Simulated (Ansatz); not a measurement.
Calculated with Ansatz (gas phase, PBE0-D4/def2-TZVP geometries, no zero-point term in ΔE). CBS: MP2 limit from def2 TZ/QZ plus the TZ coupled-cluster correction, frozen cores. Functionals use def2-TZVPP. For Br, Ge outer-core shells are correlated without core-valence functions, which leaves a few kJ/mol of doubt a bond. Scalar relativity is left out up to krypton. One conformer a species, not always the lowest.

`[F][Ge]([F])([SH])[Cl]` + `COB(C)Br` → `[CH3][Ge]([F])([F])[Cl]` + `COB(S)Br`  (redistribution)

| level | ΔE (kJ/mol) | difference from CCSD(T)/CBS |
| --- | --- | --- |
| LDA (SPW92) | -16.4 | 2.9 |
| PBE-D4 | -15.0 | 4.3 |
| revPBE-D4 | -16.2 | 3.1 |
| r2SCAN-D4 | -15.8 | 3.5 |
| BHLYP-D4 | -13.1 | 6.2 |
| ωB97X-V | -16.5 | 2.8 |
| r2SCANh | -15.7 | 3.6 |
| CAM-B3LYP | -14.7 | 4.6 |
| LC-ωPBE | -18.1 | 1.2 |
| HF/def2-SVP | -16.2 | 3.1 |
| CCSD/def2-SVP | -19.2 | 0.1 |
| SCS-MP2/def2-TZVPP | -20.0 | -0.7 |
| CCSD/def2-TZVPP | -18.0 | 1.3 |
| CCSD(T)/def2-TZVPP | -18.9 | 0.4 |
| MP2/def2-QZVPP | -21.8 | -2.5 |
| CCSD/CBS(def2) | -18.3 | 1.0 |
| CCSD(T)/CBS | -19.3 | 0 |

Largest T1 diagnostic among the species: 0.012.

Leaving LDA and LC-ωPBE aside and taking each functional with its dispersion term where it has one, the values, not all of them listed here, spread over 5.0 kJ/mol, from PBE-QIDH to B97M-V. In def2-TZVPP, CCSD(T) changes the Hartree–Fock value by −7.6 kJ/mol (the triples alone add −0.9 kJ/mol) and MP2 by −10.4 kJ/mol.
